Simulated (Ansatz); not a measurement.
Reaction (formal hydrolysis of a Y–N bond): `C[N](C)[Y]([OH])[OH]` + H₂O → `[OH][Y]([OH])[OH]` + dimethylamine

Isolated molecules relaxed with PBE0-D4/def2-TZVP in Ansatz; ΔE leaves out vibrations. CBS: MP2 limit from def2 TZ/QZ plus the TZ coupled-cluster correction, frozen cores. This one scheme is used for every species. DFT in def2-TZVPP. B3LYP here is the variant with VWN-RPA as its local correlation; programs differ in this. Elements past krypton have def2 core potentials. For Y outer-core shells are correlated without core-valence functions, which leaves a few kJ/mol of doubt a bond. One conformer a species, not always the lowest.

| level | ΔE (kJ/mol) | difference from CCSD(T)/CBS |
| --- | --- | --- |
| LDA (SPW92) | -72.3 | 4.0 |
| revPBE-D4 | -71.4 | 4.9 |
| PBE0-D4 | -75.9 | 0.4 |
| B3LYP-D4 | -80.8 | -4.5 |
| r2SCANh-D4 | -78.9 | -2.6 |
| r2SCAN0-D4 | -80.1 | -3.8 |
| PBE | -76.6 | -0.3 |
| r2SCAN | -79.6 | -3.3 |
| MP2/def2-SVP | -82.9 | -6.6 |
| CCSD/CBS(def2) | -80.9 | -4.6 |
| CCSD(T)/CBS | -76.3 | 0 |

Largest T1 diagnostic among the species: 0.014.

At CCSD(T), def2-SVP lies −5.9 kJ/mol from the extrapolated value and def2-TZVPP +3.3 kJ/mol. The D4 term adds +6.6 kJ/mol with B3LYP and +4.1 kJ/mol with PBE0; it sums over pairs of atoms, weighted by their polarisabilities, and B3LYP, whose exchange is more repulsive, gets the larger term. In def2-TZVPP, CCSD(T) changes the Hartree–Fock value by +27.1 kJ/mol (the triples alone add +4.6 kJ/mol) and MP2 by +27.8 kJ/mol.
